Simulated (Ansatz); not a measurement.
`[NH2][Al]([OH])[F]` and `[NH2][Al]([OH])[Br]` differ in one element.

Ansatz, PBE0-D4/def2-TZVP geometries, multiplicity 1. Each molecule was computed in one conformer, which needn't be the lowest.

Scalar relativity is left out up to krypton.

| property | `[NH2][Al]([OH])[F]` |
| --- | --- |
| size of the dipole moment (PBE/def2-TZVPP) / D | 3.26 |
| LUMO energy (PBE/def2-TZVPP) / eV | -1.27 |
| HOMO–LUMO gap (B3LYP/def2-TZVPP) / eV | 6.69 |
| HOMO energy (ωB97M-V/def2-TZVPP) / eV | -10.12 |
| HOMO–LUMO gap (ωB97M-V/def2-TZVPP) / eV | 11.23 |
| HOMO energy (PBE0/def2-TZVPP) / eV | -7.71 |

**Question.** What does the change do to each property? (An estimate is asked.)

**Answer.** The calculation gave: 
```tsv
property	`[NH2][Al]([OH])[Br]`	shift
size of the dipole moment (PBE/def2-TZVPP) / D	3.21	-0.05
LUMO energy (PBE/def2-TZVPP) / eV	-1.33	-0.06
HOMO–LUMO gap (B3LYP/def2-TZVPP) / eV	6.67	-0.02
HOMO energy (ωB97M-V/def2-TZVPP) / eV	-10.12	0.00
HOMO–LUMO gap (ωB97M-V/def2-TZVPP) / eV	11.18	-0.05
HOMO energy (PBE0/def2-TZVPP) / eV	-7.73	-0.02
```

Dipoles are sizes alone; their direction can turn.

B3LYP here is the variant with VWN-RPA as its local correlation; programs differ in this.

Spin–orbit coupling is left out; it splits and shifts lone-pair levels of the heavy atoms by tenths of an eV.
